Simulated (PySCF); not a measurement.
Ne: excitation energy

Ne [Ne] (1S) → Ne [He] 2s2 2p5 3s1 (3P), as a difference of total energies. Calculation: PySCF 2.14, in aug-cc-pVTZ with one added diffuse shell each of s, p, d, f type (6s5p4d3f, 62 functions); no relativity, point nucleus. Correlated levels: valence: 1s2 frozen. The calculations carry no spin-orbit coupling.

| method | excitation energy (eV) |
| --- | --- |
| UHF | 14.941 |
| LDA | 17.042 |
| PBE | 16.532 |
| PBE0 | 16.389 |
| r2SCAN | 16.563 |
| B97-3 | 16.710 |
| BHandHLYP | 16.260 |
| TPSS | 16.544 |
| PBEsol | 16.665 |
| MP2 (valence) | 16.760 |
| SCS-MP2 (valence) | 16.648 |

Q: How much does correlation contribute at MP2 (valence)?

A: 16.760 − (14.941) = 1.819 eV, measured against UHF.

A first-order spin-orbit estimate (lowest level to lowest level, LS coupling) adds -0.032 eV.

The promoted electron is Rydberg-like, and one or two diffuse shells describe it only roughly, which tends to raise the upper state.
